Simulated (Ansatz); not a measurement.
XGe12: PBE-D4/def2-TZVP single points in Ansatz on relaxed structures, gas phase. Each cluster is the lowest isomer that a short search found in that spin, judged at the geometry's level, and lower ones may exist. Core potentials for Mo, Ta, no spin–orbit coupling. HOMO and LUMO are taken over both spins. Binding counts from free atoms in the multiplicity of their measured ground term, without zero-point energy. The structures are stationary points that may keep the symmetry of their start. Remarks come from the PBE and PBE0 runs and from stability tests at other levels; not every state was tested.

Task: Estimate the order by LUMO (eV), lowest first.
A. Ge12Mo (singlet)
B. TaGe12 (doublet)
C. Ge12N (doublet)

Result: B (-4.39), A (-4.19), C (-3.99).

In full:

```json
{"species": "Ge12N", "atoms": "13", "state": "doublet", "geometry": "PBE-D4/def2-SVP", "HOMO (eV)": "-4.29", "LUMO (eV)": "-3.99", "gap (eV)": "0.30", "binding per atom (eV)": "3.51", "point group (within 0.1 Å)": "Cs", "remarks": "–"}
{"species": "Ge12Mo", "atoms": "13", "state": "singlet", "geometry": "PBE-D4/def2-SVP", "HOMO (eV)": "-5.34", "LUMO (eV)": "-4.19", "gap (eV)": "1.15", "binding per atom (eV)": "3.71", "point group (within 0.1 Å)": "Cs", "remarks": "restricted SCF unstable in HF"}
{"species": "TaGe12", "atoms": "13", "state": "doublet", "geometry": "PBE-D4/def2-SVP", "HOMO (eV)": "-4.72", "LUMO (eV)": "-4.39", "gap (eV)": "0.33", "binding per atom (eV)": "3.56", "point group (within 0.1 Å)": "–", "remarks": "–"}
```

The gap (eV) runs from 0.30 (Ge12N) to 1.15 (Ge12Mo).
